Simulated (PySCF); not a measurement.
**From computed data to an observable: oscillator strength and radiative lifetime**

C3H4F2O2, SMILES FC1(F)COCO1.

Geometry optimised at PBE0-D3(BJ)/def2-SVP. The values are those of a single conformer.

TDDFT-PBE/def2-SVPD run with PySCF 2.14.0 puts the first singlet state with f over 0.02 at 6.89 eV (vertical), with the transition dipole (-0.033, 0.005, -0.353) in atomic units.

Problem. Find the oscillator strength, the wavelength and the radiative lifetime that this transition would have in vacuum if emission retraced absorption.

Solution. 
|μ|² = 0.1257 au, so |μ| = 0.90 D. ΔE = 6.89/27.211 = 0.2532 hartree. f = (2/3) ΔE |μ|² = 0.021 (the program prints 0.021).
λ = 1239.84/6.89 = 180 nm; ν = 55572 cm⁻¹.
Einstein's coefficient A = 0.6670 ν² f s⁻¹ (ν in cm⁻¹) = 4.4e7 s⁻¹, so τ = 1/A = 23 ns. This state is S1. The figure is the radiative limit of this one transition; relaxation, internal conversion, crossing to triplets and a medium change what is measured.
